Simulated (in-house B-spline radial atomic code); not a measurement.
A fraction x of an electron is removed from 4p in Pd2+, starting from [Kr] 4d8 and keeping the highest spin. Method: scalar-relativistic (X2C) LDA VWN5, spin-polarised, spherical fractional occupations, Fermi nucleus of rms radius 4.5318 fm. Calculated with an all-electron radial atomic-structure program (B-spline basis).

```json
{"x": "0", "E(x) - E(0) (eV)": "0.0000", "4p down level (eV)": "-75.439"}
{"x": "0.03", "E(x) - E(0) (eV)": "2.2701", "4p down level (eV)": "-75.899"}
{"x": "0.15", "E(x) - E(0) (eV)": "11.4891", "4p down level (eV)": "-77.756"}
{"x": "0.34", "E(x) - E(0) (eV)": "?", "4p down level (eV)": "?"}
{"x": "0.5", "E(x) - E(0) (eV)": "39.6682", "4p down level (eV)": "-83.299"}
{"x": "0.7", "E(x) - E(0) (eV)": "56.6517", "4p down level (eV)": "-86.545"}
{"x": "0.84", "E(x) - E(0) (eV)": "68.9291", "4p down level (eV)": "-88.850"}
{"x": "0.94", "E(x) - E(0) (eV)": "?", "4p down level (eV)": "?"}
{"x": "1", "E(x) - E(0) (eV)": "83.3577", "4p down level (eV)": "-91.513"}
```

Question: What belongs in the row x = 0.34?

Answer: An energy change of 26.5455 eV; 4p down at -80.742 eV.

Question: What belongs in the row x = 0.94?

Answer: An energy change of 77.8970 eV; 4p down at -90.511 eV.

Question: Check Janak's theorem between x = 0.03 and 0.15.

Answer: The slope of the energy is 76.83 eV; the orbital levels give 76.83 eV (-ε of the emptying orbital, averaged over the two points).
